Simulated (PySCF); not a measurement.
**Working out the excitation energy of C²⁺**

C²⁺ [He] 2s2 (1S) → C²⁺ [He] 2s1 3s1 (3S). Computed with PySCF 2.14 in aug-cc-pVTZ (5s4p3d2f, 46 functions), with the non-relativistic Hamiltonian (point nucleus). Frozen: 1s2. Energies in hartree (1 hartree = 27.21139 eV):

```
            part  C²⁺ (lower)  C²⁺ (upper)
             UHF   -36.407465   -35.380533
CCSD correlation    -0.072933    -0.011338
             (T)     0.000000     0.000000
```

What does Hartree-Fock give?

(-35.380533) − (-36.407465) = 1.026932 hartree = 27.944 eV.

What do CCSD and CCSD(T) give?

The CCSD correlation energies differ by 0.061595 hartree = 1.676 eV and the triples by 0.000000 hartree = 0.000 eV, so CCSD gives 29.620 eV and CCSD(T) 29.620 eV.

The coupled-cluster amplitudes are large, so a single reference is strained.
